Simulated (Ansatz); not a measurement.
Molecule: phosphorus nitride, PN, net charge 0, singlet state. 
Structure (B3LYP-D3(BJ)/def2-TZVP (Ansatz, a quantum-chemistry and plane-wave program) minimum search):
```
N
P 1 1.4828
```

Total electronic energies in hartree. Valence correlation only, unless marked. Spin-orbit coupling is left out. Non-relativistic. CBS(X,Y): correlation extrapolated as X^-3; Hartree-Fock from the larger set (for Q and 5 zeta extrapolated as (X+1)exp(-9√X)). The bracket is a focal-point correction in the basis named.

The Hartree-Fock reference is unstable (checked in the largest basis), which strains HF and MP2. 

| level | program | energy (Eh) |
|---|---|---|
| RI-HF/aug-cc-pV(Q+d)Z | Ansatz | -395.18767 |
| B3LYP/def2-TZVPD | Ansatz | -396.11697 |
| r2SCANh/def2-TZVPD | Ansatz | -396.03064 |
| LC-wPBE-D3(BJ)/def2-TZVPD | Ansatz + dftd3 | -395.93891 |
| B2PLYP-D4/def2-TZVPD | Ansatz + dftd4 | -395.94793 |
| RI-MP2/aug-cc-pV(Q+d)Z | Ansatz | -395.56052 |
| CCSD/CBS(cc-pV(T+d)Z,cc-pV(Q+d)Z) | Ansatz | -395.5652 |
| CCSD(T)/cc-pVTZ | Ansatz | -395.54593 |
| CCSD(T)/def2-QZVPP | Ansatz | -395.57793 |
| CCSD(T)/def2-QZVPPD | Ansatz | -395.57838 |
| CCSD(T)/cc-pV(5+d)Z | Ansatz | -395.58592 |
| CCSD(T) with core electrons (1s frozen past Ne)/cc-pwCVTZ | Ansatz | -395.87011 |
| CCSDT/cc-pV(D+d)Z | Ansatz | -395.45992 |
| RI-MP2/CBS(aug-cc-pV(T+d)Z,aug-cc-pV(Q+d)Z)+[CCSD(T)-MP2]/aug-cc-pV(Q+d)Z | Ansatz | -395.5940 |
| CCSD(T)/CBS(cc-pV(Q+d)Z,cc-pV(5+d)Z) | Ansatz | -395.5940 |

Totals of different functionals don't rank their quality; only differences between species are comparable.
